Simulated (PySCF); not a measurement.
# Two-component Hartree-Fock for Yb⁺ (ytterbium, charge +1)

Start: [Xe] 4f14 6s1; 6s1/2 filled at m_j = +1/2. Calculated with PySCF 2.14 in x2c-TZVPall-2c (11s11p10d4f1g, 131 functions): generalised Hartree-Fock with the X2C-1e Hamiltonian and a Gaussian nucleus; one run each with spin-orbit coupling (SO) switched off, then screened by Boettger's factors.

```csv
spinor shell,electrons,"ε, spin-free (eV)","ε, screened SO (eV)",weight of nominal j (screened SO),"rms radius, screened SO (bohr)"
1s1/2,2,-61653.8,-61638.5,1.000,0.0223
2s1/2,2,-10583.2,-10578.6,1.000,0.0901
2p1/2,2,-9326.9,-10070.9,1.000,0.0768
2p3/2,4,-9326.9,-9018.5,1.000,0.0838
3s1/2,2,-2446.6,-2445.2,1.000,0.231
3p1/2,2,-2060.8,-2221.2,1.000,0.222
3p3/2,4,-2060.8,-1993.6,1.000,0.237
3d3/2,4,-1587.8,-1616.8,1.000,0.210
4s1/2,2,-514.16,-513.84,1.000,0.519
4p1/2,2,-385.17,-421.86,1.000,0.531
4p3/2,4,-385.17,-369.82,1.000,0.563
4d3/2,4,-212.18,-218.02,1.000,0.599
4d5/2,6,-212.18,-208.14,1.000,0.611
5s1/2,2,-72.660,-72.629,1.000,1.31
5p1/2,2,-40.363,-44.965,1.000,1.48
5p3/2,4,-40.363,-38.482,1.000,1.61
4f5/2,6,-20.178,-21.031,1.000,0.851
4f7/2,8,-20.178,-19.419,1.000,0.873
6s1/2,1,-11.297,-11.303,1.000,4.01
```

(1) Where does 3d5/2 lie, and what is the 3d spin-orbit splitting (screened SO)?

```csv
quantity,spin-free,screened SO
E (hartree),-14048.95366,-14062.10138
M_J,1/2,1/2
⟨J²⟩,0.750,0.750
⟨L²⟩,0.000,0.107
⟨S²⟩,0.750,0.858
```

Breit and QED terms are absent; they matter most for the inner s and p1/2 levels.

Densities and radii are taken from the X2C orbitals without a picture-change correction, which distorts them close to the nucleus.

Without spin-orbit coupling the j labels of p, d and f shells carry no meaning; the spin-free column gives the mean over the occupied spinors of each nl shell.

## Answers

(1) At -1567.4 eV, 49.418 eV above 3d3/2.
